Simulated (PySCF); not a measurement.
CH₃F₃Si, SMILES FC(F)[SiH2]F.

Coordinates come from a PBE0-D3(BJ)/def2-SVP optimisation. One conformer was computed; it need not be the lowest.

Calculation: PySCF with PBE0-D3(BJ)/def2-SVP.

Frequencies are harmonic and unscaled.

Task: List the normal modes with their intensities. (An estimate is asked for; the answer gives what the named calculation found.)

Result: 
```
mode  ν (cm⁻¹)  IR (km/mol)  moving atoms (share of kinetic energy)
----  --------  -----------  --------------------------------------
1           65          0.6                 F 79 %, H 11 %, Si 10 %
2          136          3.4                                  F 91 %
3          207          1.0          F 60 %, H 22 %, C 11 %, Si 8 %
4          402         38.2                         Si 48 %, F 45 %
5          564         14.1                          F 66 %, C 27 %
6          620         72.2                 H 69 %, Si 21 %, F 10 %
7          639         22.5          C 44 %, H 30 %, F 17 %, Si 9 %
8          735         12.5                                  H 91 %
9          872         16.9                 F 46 %, H 39 %, Si 14 %
10         934        162.5                         H 86 %, Si 10 %
11         974        179.2                 H 52 %, Si 30 %, F 13 %
12        1130        150.0                          C 58 %, F 35 %
13        1162         94.5                  C 48 %, F 36 %, H 14 %
14        1350         26.0                          H 64 %, C 32 %
15        1372          5.9                          H 87 %, C 11 %
16        2273         64.5                                  H 98 %
17        2285        125.9                                  H 95 %
18        3033         39.7                                  H 92 %
```
